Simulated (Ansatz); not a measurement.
CH₇ClO₂Si₂ (`C[Si@H](O)[Si@@H](O)Cl`) at its PBE0-D4/def2-TZVP geometry, where that method's forces vanish. Charge 0, multiplicity 1.

```
atom   x (Å)   y (Å)   z (Å)
  C1   1.435   0.344  -1.305
 Si2  -0.207   0.521  -0.436
  O3  -0.426   2.022   0.226
 Si4  -0.400  -1.009   1.331
  O5  -1.869  -1.031   2.059
 Cl6  -0.003  -2.842   0.438
  H7   1.509   1.034  -2.150
  H8   2.265   0.546  -0.625
  H9   1.545  -0.673  -1.689
 H10  -1.299   0.223  -1.417
 H11  -0.478   2.774  -0.366
 H12   0.574  -0.856   2.435
 H13  -2.647  -1.053   1.500
```

Question: For each bond, give half the difference of the two atoms' forces along it (eV/Å; positive pushes the atoms apart) under PBE-D4, r2SCAN-D4, B3LYP-D4, ωB97M-V in def2-TZVPP. (Estimate.)

Answer: Ansatz gave: 
| bond | length (Å) | PBE-D4 | r2SCAN-D4 | B3LYP-D4 | ωB97M-V |
| --- | --- | --- | --- | --- | --- |
| C1–Si2 | 1.866 | -0.05 | 0.00 | 0.09 | 0.02 |
| C1–H7 | 1.093 | 0.11 | -0.01 | -0.04 | -0.05 |
| C1–H8 | 1.092 | 0.11 | -0.01 | -0.04 | -0.04 |
| C1–H9 | 1.093 | 0.10 | -0.02 | -0.05 | -0.04 |
| Si2–O3 | 1.655 | 0.31 | 0.05 | 0.13 | 0.16 |
| Si2–Si4 | 2.345 | -0.22 | -0.04 | -0.05 | -0.10 |
| Si2–H10 | 1.497 | 0.04 | -0.01 | -0.13 | -0.15 |
| O3–H11 | 0.958 | 0.33 | 0.01 | -0.02 | -0.06 |
| Si4–O5 | 1.640 | 0.36 | 0.07 | 0.13 | 0.15 |
| Si4–Cl6 | 2.077 | 0.13 | 0.06 | 0.20 | 0.08 |
| Si4–H12 | 1.480 | 0.08 | -0.02 | -0.16 | -0.18 |
| O5–H13 | 0.959 | 0.33 | 0.02 | -0.02 | -0.06 |

B3LYP here is the variant with VWN-RPA as its local correlation; programs differ in this.
